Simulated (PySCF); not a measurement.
Structure with atom numbers: `[CH2:1]=[CH:2][C:3]#[C:4][SiH2:5][O:6][CH3:7]`; H(Xn) means a hydrogen on atom n. Ha(C1) is cis to C3; Hb(C1) is trans to C3.

GIAO PBE0/pcSseg-1 shifts (PySCF, gas phase, non-relativistic, equivalent atoms averaged), each against references optimised in the same way as the molecule (TMS, H2O).

On the GFN2-xTB geometry: C1 138.4, C2 124.2, C3 113.6, C4 99.8, C7 53.1, Si5 -49.8, O6 3.6, Ha(C1) 6.14, H(C2) 6.12, Hb(C1) 5.93, H(Si5) 5.05, H(C7) 3.83 ppm.

Task: What changes on the PBE0-D3(BJ)/def2-SVP geometry?

Result: 
```csv
atoms,δ (ppm),change
C1,139.8,+1.4
C2,124.7,+0.5
C3,113.4,-0.2
C4,98.1,-1.7
C7,52.9,-0.2
Si5,-45.3,+4.5
O6,4.0,+0.4
Ha(C1),6.06,-0.08
H(C2),5.98,-0.14
Hb(C1),5.90,-0.03
H(Si5),4.90,-0.15
H(C7),3.63,-0.20
```

Part of each change is the reference's own: σ(TMS, C) goes from 186.9 to 184.4 ppm, σ(TMS, Si) goes from 349.2 to 352.0 ppm, σ(H2O, O) goes from 336.1 to 334.6 ppm, σ(TMS, H) goes from 31.72 to 31.27 ppm.

Bonds between heavy atoms that differ most (equivalent bonds averaged): Si5–O6 1.624 → 1.659 Å, C4–Si5 1.853 → 1.833 Å, C3–C4 1.211 → 1.224 Å, C1–C2 1.329 → 1.341 Å, C2–C3 1.410 → 1.421 Å. Mean change of bonds to hydrogen: C–H +0.013 Å, Si–H +0.028 Å.
